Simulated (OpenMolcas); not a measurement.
## Mn2+: ligand-field states by method

Mn2+ with its 6 nearest fluoride ions at 2.096 Å, on the Li site of LiF (a = 4.028 Å, distance in the model lattice 2.014 Å). The rest of the host is ab initio model potentials to 7.6 Å and point charges beyond; the distance is set by hand and nothing relaxes, and no local charge compensation is placed. Ligand basis ANO-RCC-VDZP.

| Quantity | Value |
| --- | --- |
| Program | OpenMolcas 26.06 |
| Basis | ANO-RCC-VTZP [6s5p3d2f1g] |
| Scalar Hamiltonian | DKH2, point nucleus |
| Active space | 5 electrons in 5 orbitals (3d) |
| State averaging | 2S+1 = 6 even, 1 root; 2S+1 = 4 even, 24 roots; 2S+1 = 2 even, 75 roots |
| Spin-orbit coupling | RASSI with atomic mean-field integrals over the reference wave functions |

I. CASSCF
II. SS-CASPT2, IPEA 0.25 Eh, imaginary shift 0.1 Eh (closed shells correlated: 3s 3p and the ligand valence shells)
III. SS-CASPT2, IPEA 0.25 Eh, imaginary shift 0.2 Eh (closed shells correlated: 3s 3p and the ligand valence shells)

Spin-free states (labels of O, the rotations of Oh) in cm-1, each column counted from its own energy of the first state listed:

| State | Degeneracy | I | II | III |
| --- | --- | --- | --- | --- |
| 6A1 | 1 | 0 | 0 | 0 |
| 4T1 | 3 | 24864 | 19070 | 19070 |
| 4T2 | 3 | 29300 | 22690 | 22690 |
| 4E | 2 | 31317 | 25830 | 25830 |
| 4A1 | 1 | 31411 | 26130 | 26130 |
| 2T2 | 3 | 33448 | 24420 | 24420 |
| 4T2 | 3 | 36476 | 28250 | 28250 |
| 2A2 | 1 | 38720 | 29700 | 29700 |
| 4E | 2 | 39146 | 31350 | 31350 |
| 2T1 | 3 | 39310 | 31290 | 31290 |
| 2T2 | 3 | 40411 | 31960 | 31960 |
| 4T1 | 3 | 41777 | 37240 | 37240 |
| 2E | 2 | 41984 | 33350 | 33350 |
| 2A1 | 1 | 44471 | 37380 | 37380 |
| 2T2 | 3 | 46912 | 38280 | 38280 |
| 2E | 2 | 47000 | 37030 | 37030 |
| 2T1 | 3 | 48136 | 37270 | 37270 |
| 2T2 | 3 | 51786 | 41330 | 41330 |
| 4T1 | 3 | 52883 | 44310 | 44310 |
| 4A2 | 1 | 53476 | 43660 | 43670 |

From I to II, I's first state of another spin (4T1) moves from 24864 to 19070 cm-1, by about -5800 cm-1.

I: A least-squares ligand-field fit to the states below 45000 cm-1, each weighted by its degeneracy and with a free common offset, gives 10Dq = 9129 cm-1, B = 1082 cm-1 and C = 4056 cm-1 (C/B = 3.75), with an rms deviation of 151 cm-1. The same method and metal basis give the free ion B = 1117 cm-1 (fit to its terms below 60000 cm-1, rms deviation 53 cm-1), so the nephelauxetic ratio is β = 1082 / 1117 = 0.97; it hangs on how both fits weigh the states, and computed free-ion B values tend to be too large, so β mixes covalency with correlation.

χT at 300 K: I 4.39, II 4.39, III 4.39 cm3 K/mol.

Roots that are degenerate in the reference are averaged as groups; the widest CASPT2 spread within a group is 270 cm-1 (the 3-fold group of multiplicity 2 near 41300 cm-1 above the lowest state of its run, II). Shifts and gaps below about the spread of the groups concerned are not significant. Over all roots computed the reference weight is 0.74 to 0.75 in II, 0.74 to 0.75 in III; a low but even weight reflects the number of correlated electrons. Ligand-to-metal charge-transfer states are missing. With no ligand orbital active B as a rule stays too high, so bands that hang on it stand too high and its fall with covalency is understated. Without dynamic correlation the repulsion within the d shell is too large (B by tens of per cent), so at a given field states of lower spin stand too high (holds for I). With metal d orbitals alone and no dynamic correlation 10Dq can be off by a tenth to a fifth, either way, in oxide and fluoride hosts (holds for I). These CASPT2 states fit no ligand-field parameters well, so their order and spin gaps are uncertain (holds for II; III). With one d shell and no ligand orbital active, 10Dq can be off by tens of per cent for divalent 3d ions, low with halides held by bare charges and at times high in hosts (holds for II; III). Free-ion shares, where given, are those of the reference states; single-state CASPT2 does not remix them (holds for II; III). No measured value stands beside these numbers; the geometry was set by hand and not optimised.
